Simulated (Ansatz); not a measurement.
C₃H₁₀Sn, SMILES `CC[CH2][SnH3]` at its PBE0-D4/def2-TZVP geometry, where that method's forces vanish. Total charge 0; spin multiplicity 1. Sn: def2 effective core potential.

```xyz
14

C     1.5507    0.6848   -1.3376
C     0.7475   -0.2152   -0.4113
C    -0.4965    0.4694    0.1380
Sn   -1.6526   -0.7832    1.4460
H     2.4389    0.1756   -1.7202
H     0.9497    0.9998   -2.1951
H     1.8808    1.5879   -0.8166
H     0.4630   -1.1260   -0.9502
H     1.3861   -0.5443    0.4162
H    -1.1533    0.7897   -0.6763
H    -0.2272    1.3703    0.6974
H    -0.6980   -1.2599    2.7837
H    -2.1514   -2.1887    0.6069
H    -3.0376    0.0399    2.0192
```

**Question.** What forces (eV/Å) does PBE-D4/def2-TZVPP give on these atoms in Ansatz 0.2.0? (Estimate.)

**Answer.** Computed: 
```
C1   0.024  0.009 -0.019
C2  -0.018 -0.016  0.019
C3   0.034  0.024 -0.033
Sn4 -0.062 -0.038  0.057
H5   0.179 -0.089 -0.083
H6  -0.109  0.068 -0.171
H7   0.068  0.180  0.093
H8  -0.052 -0.187 -0.099
H9   0.125 -0.076  0.161
H10 -0.138  0.060 -0.149
H11  0.040  0.172  0.116
H12  0.094 -0.047  0.129
H13 -0.047 -0.137 -0.081
H14 -0.138  0.078  0.060
```
